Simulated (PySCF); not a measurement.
Compound: C6H12N2.
Atom-mapped SMILES: `[NH2:1][CH2:2][C@H:3]1[CH2:4][CH:5]=[N:6][CH2:7][CH2:8]1` (hydrogens: H9, H10 on N1; H11, H12 on C2; H13 on C3; H14, H15 on C4; H16 on C5; H17, H18 on C7; H19, H20 on C8)

The closed-shell SCF was solved with PySCF and density fitting under several settings on one GFN2-xTB geometry (grid level 2 and gas phase unless stated).

| settings | basis functions | SCF cycles | E (Eh) | HOMO (eV) | LUMO (eV) | dipole (D) |
| --- | --- | --- | --- | --- | --- | --- |
| BHandHLYP/def2-SVPD, IEF-PCM acetonitrile, fitting basis def2-qzvpp-jkfit | 256 | 10 | -344.9110 | -8.22 | 1.20 | 4.02 |
| PBE0/pcseg-1 | 172 | 13 | -344.8661 | -6.59 | 0.34 | 3.13 |

**Question.** Estimate the rows for these settings: (1) PBE0/6-31G*, energy threshold 1e-08 Eh; (2) PBE0/STO-3G.

**Answer.** 
| settings | basis functions | SCF cycles | E (Eh) | HOMO (eV) | LUMO (eV) | dipole (D) |
| --- | --- | --- | --- | --- | --- | --- |
| PBE0/6-31G*, energy threshold 1e-08 Eh | 136 | 9 | -344.9280 | -6.33 | 0.71 | 3.01 |
| PBE0/STO-3G | 52 | 12 | -340.7070 | -3.91 | 3.43 | 2.83 |

**Question.** Over all rows, what range does the HOMO–LUMO gap span?

**Answer.** From 6.93 eV (PBE0/pcseg-1) to 9.42 eV (BHandHLYP/def2-SVPD, IEF-PCM acetonitrile, fitting basis def2-qzvpp-jkfit). The functional of the narrowest has 25 % exact exchange, that of the widest 50 % exact exchange.

**Question.** Compare two rows with the functional PBE0: PBE0/STO-3G and PBE0/6-31G*, energy threshold 1e-08 Eh. Which energy is lower, and by how much?

**Answer.** PBE0/6-31G*, energy threshold 1e-08 Eh (136 functions) lies 4.2210 Eh or 2649 kcal/mol below PBE0/STO-3G (52 functions).

Cycle counts include a coarse-grid stage where the run had one. All basis functions are spherical, in the Pople sets too. The species at its GFN2-xTB geometry (one conformer only).
